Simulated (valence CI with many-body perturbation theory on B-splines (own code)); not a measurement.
The numbers below are computed, except where a source is named.
## Pr25+: magnetic and hyperfine properties of the levels

Level of theory: relativistic CI+MBPT: six valence electrons over a frozen Dirac-Fock core [Ar] 3d10, radial functions for each j: 9 s, 9 p, 8 d, 6 f, 3 g, 1 h, with the one-electron correlation potential Σ1 (screened to all orders), the two-electron term Σ2, the three-electron term Σ3, Breit, model QED; selected single and double excitations, second order for the rest, scaled by the run's own slope (own B-spline code, finite nucleus).

No measured levels were compared; by estimate levels hold to about 250 cm⁻¹ or 0.2 % of their energy and the worst to 1 %, as in measured heavy ions of charge 2 to 7; those with d or f electrons hold less well. Among the levels kept, up to 700 cm⁻¹ of a level comes from second order outside the variational space, and about a tenth of that is noise between levels of different J, which matters for small intervals.

A/g_I is the dipole constant over the nuclear g factor μ/I (μ in nuclear magnetons, uniformly magnetised nucleus), B/Q the quadrupole constant per barn. Both hold the static response of the core; the bare values leave it out. Large factors of s and p1/2 electrons are usually good to 5 to 10 %; those of open d and f shells near neutrality can be off by tens of per cent, and small factors of p3/2, d and f electrons come from cancelling terms and can be off by a factor of two or in sign, in half-filled shells by more. B is blank for J = 1/2, where it vanishes, and for nearly pure S terms. Energies count from the lowest level. Levels with J = 0 are left out.

Levels are named by their leading jj configuration (3d3/2^4 stands for four electrons in 3d with j = 3/2), which in mixed levels can hold well under half, so a name can repeat and another be missing. Letters in brackets count levels of one name in rising energy.

| Level | E (cm⁻¹) | g | A/g_I (MHz) | A/g_I bare | B/Q (MHz/b) | B/Q bare |
| --- | --- | --- | --- | --- | --- | --- |
| (4s^2 4p1/2^2 4p3/2^2) J=2 | 0 | 1.367 | 20400 | 19400 | 9520 | 9110 |
| (4s^2 4p1/2 4p3/2^3) J=1 | 205470 | 1.499 | -9340 | -9200 | -20000 | -19100 |
| (4s^2 4p1/2 4p3/2^3) J=2 | 231920 | 1.129 | 51700 | 49500 | -49600 | -47400 |
| (4s 4p1/2^2 4p3/2^3) J=2 | 704710 | 1.494 | 115000 | 110000 | -35800 | -34200 |
| (4s 4p1/2^2 4p3/2^3) J=1 | 753530 | 1.270 | -40200 | -38500 | -2340 | -2230 |
| (4s^2 4p1/2^2 4p3/2 4d3/2) J=2 | 813240 | 1.038 | 15400 | 14800 | -3880 | -3690 |
| (4s^2 4p1/2^2 4p3/2 4d3/2) J=3 | 825510 | 1.209 | 13000 | 12600 | 24800 | 23700 |
| (4s^2 4p1/2^2 4p3/2 4d3/2) J=1 | 850360 | 1.327 | 1160 | 1250 | -13500 | -12900 |
| (4s^2 4p1/2^2 4p3/2 4d5/2) J=4 | 862240 | 1.312 | 8740 | 8440 | 29800 | 28600 |
| (4s^2 4p1/2^2 4p3/2 4d5/2) J=2 | 892150 | 1.308 | 11000 | 10700 | -21100 | -20100 |
| (4s^2 4p1/2^2 4p3/2 4d5/2) J=3 | 926940 | 1.104 | 9540 | 9270 | 19500 | 18700 |
| (4s 4p1/2 4p3/2^4) J=1 | 948270 | 1.066 | 135000 | 130000 | -8920 | -8520 |
| (4s^2 4p1/2^2 4p3/2 4d5/2) J=1 | 962470 | 0.982 | 52100 | 50300 | 2150 | 2070 |
| (4s^2 4p1/2 4p3/2^2 4d3/2) J=2 [a] | 997190 | 1.008 | 31700 | 30500 | -28200 | -26900 |
| (4s^2 4p1/2 4p3/2^2 4d3/2) J=1 [a] | 1011300 | 0.756 | 51100 | 49100 | -11100 | -10600 |
| (4s^2 4p1/2 4p3/2^2 4d3/2) J=3 [a] | 1013800 | 1.126 | 30000 | 28900 | -13100 | -12500 |
| (4s^2 4p1/2 4p3/2^2 4d5/2) J=3 [a] | 1038900 | 1.308 | -3480 | -3250 | 10900 | 10500 |
| (4s^2 4p1/2 4p3/2^2 4d3/2) J=4 | 1039400 | 1.129 | 26100 | 25200 | 5610 | 5420 |
| (4s^2 4p1/2 4p3/2^2 4d5/2) J=4 [a] | 1048800 | 1.232 | 5990 | 5850 | 26700 | 25600 |
| (4s^2 4p1/2 4p3/2^2 4d3/2) J=2 [b] | 1070000 | 0.887 | 38200 | 36900 | 20000 | 19200 |
| (4s^2 4p1/2 4p3/2^2 4d5/2) J=4 [b] | 1075100 | 1.154 | 26100 | 25100 | -4470 | -4230 |
| (4s^2 4p1/2 4p3/2^2 4d5/2) J=5 | 1084700 | 1.198 | 24500 | 23600 | 8210 | 7910 |
| (4s^2 4p1/2 4p3/2^2 4d5/2) J=1 | 1102800 | 1.268 | 30100 | 29200 | 7690 | 7360 |
| (4s^2 4p1/2 4p3/2^2 4d3/2) J=2 [c] | 1123400 | 1.297 | 17800 | 17200 | 16700 | 15900 |
| (4s^2 4p1/2 4p3/2^2 4d5/2) J=2 [a] | 1129300 | 1.236 | -9700 | -9130 | 24300 | 23200 |
| (4s^2 4p1/2 4p3/2^2 4d3/2) J=3 [b] | 1138300 | 1.197 | 8740 | 8440 | -2080 | -1940 |
| (4s^2 4p1/2 4p3/2^2 4d5/2) J=3 [b] | 1146700 | 1.140 | 27100 | 26200 | 33000 | 31600 |
| (4s^2 4p1/2 4p3/2^2 4d3/2) J=1 [b] | 1149700 | 1.248 | 20300 | 19300 | -16600 | -15800 |
| (4s^2 4p1/2 4p3/2^2 4d5/2) J=2 [b] | 1162000 | 1.072 | 29900 | 28900 | 3950 | 3780 |
| (4s^2 4p1/2 4p3/2^2 4d3/2) J=1 [c] | 1176200 | 1.467 | 37200 | 35800 | 4520 | 4340 |
| (4s^2 4p1/2 4p3/2^2 4d5/2) J=3 [c] | 1181100 | 1.053 | 26100 | 25100 | -9510 | -9040 |
| (4s^2 4p1/2 4p3/2^2 4d3/2) J=1 [d] | 1207500 | 0.960 | -4750 | -4220 | 3340 | 3210 |
| (4s^2 4p1/2 4p3/2^2 4d5/2) J=2 [c] | 1219600 | 1.166 | 751 | 776 | -26300 | -25100 |

Q: Take the isotope of mass number 141, with I = 5/2, μ = 4.266 μN and Q = -0.0589 b. What is the hyperfine structure of (4s 4p1/2^2 4p3/2^3) J=1?

A: From the table A = -68600 MHz, B = 138 MHz. Shifts from the centre of gravity in MHz: F = 3/2: 240000, F = 5/2: 68500, F = 7/2: -171000.
